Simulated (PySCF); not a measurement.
Computed with TPSSh-D3(BJ)/def2-TZVP // CAM-B3LYP-D3(BJ)/def2-TZVP in PySCF. All species are isolated molecules in the gas phase. Excitations are Tamm–Dancoff values on a coarser integration grid. The basis has no diffuse functions, so Rydberg states are missing or too high.

Reference species (SMILES): `N#CN=[SiH2]` (neutral, multiplicity 1).

```
Quantity              Result
-------------------  -------
S1–T1 gap (TDA)      0.34 eV
T1 excitation (TDA)  2.61 eV
```

Changed species: `[H]/N=[SiH]/C#N`.

Problem. Give the shifts of the S1–T1 gap (TDA) and T1 excitation (TDA).

Solution. the S1–T1 gap (TDA) goes up by 0.40 eV, to 0.74 eV; the T1 excitation (TDA) rises by 0.50 eV, to 3.11 eV.
